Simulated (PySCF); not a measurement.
Ligand exchange on a metal centre used in film growth or etching (Ti F-NH2). All species are isolated molecules in the gas phase. One relaxed conformer stands for each flexible species; it need not be the lowest.

The HOMO–LUMO gap from two functionals at the same geometries (r2SCAN-D4/def2-SVP), both in PySCF: PBE-D3(BJ)/def2-TZVP and TPSSh-D3(BJ)/def2-TZVP. 

```json
[
 {"species": "0 of 4 F replaced by NH2 ([Ti(F)4])", "PBE-D3(BJ)/def2-TZVP (eV)": "6.46"},
 {"species": "1 of 4 F replaced by NH2 ([Ti(F)3(NH2)])", "PBE-D3(BJ)/def2-TZVP (eV)": "3.61"},
 {"species": "2 of 4 F replaced by NH2 ([Ti(F)2(NH2)2])", "PBE-D3(BJ)/def2-TZVP (eV)": "3.70"},
 {"species": "3 of 4 F replaced by NH2 ([Ti(F)(NH2)3])", "PBE-D3(BJ)/def2-TZVP (eV)": "3.86"}
]
```

Task: What does TPSSh-D3(BJ)/def2-TZVP give for each?

Result: 
- 0 of 4 F replaced by NH2 ([Ti(F)4]): 7.79
- 1 of 4 F replaced by NH2 ([Ti(F)3(NH2)]): 4.71
- 2 of 4 F replaced by NH2 ([Ti(F)2(NH2)2]): 4.79
- 3 of 4 F replaced by NH2 ([Ti(F)(NH2)3]): 4.91
Over these rows, drawn at random from the members with no instability flagged (it was tested for open shells, ions and some series alone), PBE minus TPSSh-D3(BJ): mean -1.15 eV, from -1.33 eV to -1.05 eV.
